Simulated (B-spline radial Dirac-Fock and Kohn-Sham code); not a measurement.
## K-line shifts caused by a second vacancy in Sr²⁺

System: strontium as Sr²⁺, configuration [Ar] 3d10 4s2 4p6, inside a Watson sphere of charge -2 and radius 2.4 Å (a model of the Madelung potential; inside it an electron's potential energy is raised by 12.0 eV).

Calculated with a radial B-spline solver, using Dirac-Fock (average of configuration) total-energy differences with a finite nucleus, the Breit interaction including its frequency dependence, and self-energy and vacuum-polarisation corrections. Each two-hole energy is an average over J within one jj subconfiguration, not an observable level; in light atoms, where LS coupling holds, the j-resolved values are not observed lines, and for a K spectator the Kα1 hypersatellite is nearly forbidden. No correlation.

Lines without a spectator: Kα2 (K-L2) 14096.3 eV, Kα1 (K-L3) 14163.6 eV, Kβ3 (K-M2) 15821.9 eV, Kβ1 (K-M3) 15832.5 eV. Shifts in eV with one spectator hole (a dash: not computed, or left out as unreliable):

| spectator hole | Kα2 | Kα1 | Kβ3 | Kβ1 |
| --- | --- | --- | --- | --- |
| K (1s) | +415.6 | +422.9 | +524.8 | +526.2 |
| L2 (2p1/2) | +42.2 | +52.2 | – | +114.2 |
| L3 (2p3/2) | +44.9 | +43.9 | +106.4 | – |
| M2 (3p1/2) | – | +4.46 | +10.74 | +13.52 |
| M3 (3p3/2) | +3.64 | – | +12.13 | +11.57 |
| M4 (3d3/2) | -0.20 | -1.86 | – | – |
| M5 (3d5/2) | -2.06 | -0.95 | – | – |

With n spectator holes in 2p, averaged over the 2p shell (energies in eV):

```tsv
n	KαLⁿ	step	hypersatellite KαʰLⁿ
0	14141.1	–	14561.6
1	14187.4	+46.3	14609.1
2	14234.8	+47.4	14657.9
3	14283.4	+48.6	14707.7
4	14333.2	+49.8	14758.8
5	14384.1	+50.9	14811.1
```
